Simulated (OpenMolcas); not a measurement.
Cr IV: from CASSCF to CASPT2

| Property | Result |
| --- | --- |
| Program | OpenMolcas 26.06 |
| Basis | ANO-R2 [6s4p4d2f] |
| Scalar Hamiltonian | X2C, finite nucleus |
| Active space | 3 electrons in 5 orbitals (3d) |
| State averaging | 2S+1 = 4 even, 10 roots; 2S+1 = 2 even, 40 roots |
| Spin-orbit coupling | state interaction with AMFI integrals over the reference wave functions, term energies averaged over their components |

Methods on the same reference wave functions:
A. CASSCF
B. SS-CASPT2, IPEA 0.25 Eh, imaginary shift 0.1 Eh (closed shells correlated: 3s 3p)
C. MS-CASPT2, IPEA 0.25 Eh, imaginary shift 0.1 Eh (closed shells correlated: 3s 3p)

Energies in cm⁻¹ above 3d³ ⁴F_3/2, the measured ground level; measured values from Sugar and Corliss, J. Phys. Chem. Ref. Data 6, 317 (1977).

| Level | A | B | C | Measured |
| --- | --- | --- | --- | --- |
| 3d³ ⁴F_3/2 | 0.0 | 0.0 | 0.0 | 0.0 |
| 3d³ ⁴F_5/2 | 248 | 250 | 250 | 236 |
| 3d³ ⁴F_7/2 | 587 | 590 | 590 | 556 |
| 3d³ ⁴F_9/2 | 1012 | 1013 | 1013 | 946 |
| 3d³ ⁴P_1/2 | 17769 | 14670 | 14660 | 14059 |
| 3d³ ⁴P_3/2 | 17881 | 14780 | 14770 | 14177 |
| 3d³ ²G_7/2 | 18062 | 15440 | 15440 | 15052 |
| 3d³ ⁴P_5/2 | 18167 | 15060 | 15060 | 14471 |
| 3d³ ²G_9/2 | 18416 | 15800 | 15800 | 15402 |
| 3d³ ²P_1/2 | 23838 | 21440 | 20210 | 19519 |
| 3d³ ²H_9/2 | 23875 | 21730 | 22060 | 21066 |
| 3d³ ²P_3/2 [62 %] | 23971 | 22020 | 20080 |  |
| 3d³ ²H_11/2 | 24147 | 22000 | 22340 | 21321 |
| 3d³ ²D_3/2(1) [63 %] | 25975 | 20560 | 21270 | 20650 |
| 3d³ ²D_5/2(1) | 26219 | 21260 | 21260 | 20664 |
| 3d³ ²F_7/2 | 41134 | 35740 | 35740 | 34363 |
| 3d³ ²F_5/2 | 41288 | 35890 | 35890 | 34556 |
| 3d³ ²D_5/2(2) | 64241 | 55440 | 55440 | 52975 |
| 3d³ ²D_3/2(2) | 64424 | 55620 | 55630 | 53142 |

Deviations, from unrounded energies. A percentage is the sum of absolute deviations over the sum of measured energies, with the sign that they share, or ± where signs differ.

| Against measurement | Levels | A | B | C |
| --- | --- | --- | --- | --- |
| mean absolute deviation (cm-1) | 17 | 4400 | 840 | 840 |
| fine structure of the ground term (%) | 3 | +6.3 | +6.7 | +6.7 |
| other terms of the ground configuration (%) | 14 | +21.1 | ±4.0 | +4.0 |

B, C lie about equally close to measurement and A furthest from it. The largest miss of C in the table is 3d³ ²D_3/2(2), by +2500 cm-1. The ranking rests on the paired levels alone, and a cruder setting can come out closer through cancelling errors.

Between B and C the level of the table that moves most is 3d³ ²P_3/2 [62 %], by 1900 cm-1 (lowest in C, highest in B). Moves below CASPT2's spread within the term are not significant.

The two smallest mean deviations differ by little beside CASPT2's spread within terms, so their order carries little weight.

From A to B the spin-free energies of the other terms of 3d³ shown, above ⁴F, scale by factors of 0.80 to 0.91, as is usual when dynamic correlation screens the repulsion within a d or f shell.

The lowest spin-free term lies below A's lowest term by 0.277 hartree in B, 0.277 hartree in C.

CASPT2 breaks the degeneracy within a term, and the mean is taken; among the terms shown or strongly mixed into the levels shown the widest spread is 790 cm-1 (3d³ ⁴F, C). Without dynamic correlation excited terms often stand tens of per cent too high (terms of higher spin than the ground term too low), and those without a measured partner can miss by more than the paired ones (holds for A). The CASPT2 spread within a term exceeds the gap to the next term for 3d³ ²P and 3d³ ²H, so the order of their levels is uncertain (holds for B). Measured partners are found by configuration, term and J. A level has none where our copy of the source lacks it or the pairing is in doubt (some pairs that miss far off the trend of their configuration count as doubtful), and it then counts in no deviation. Levels of configurations outside the active space are missing.

A share in square brackets marks a mixed level and gives the weight of the term that names it, the lowest over the columns. A number in round brackets counts repeated terms of one configuration in the order of the reference energies.
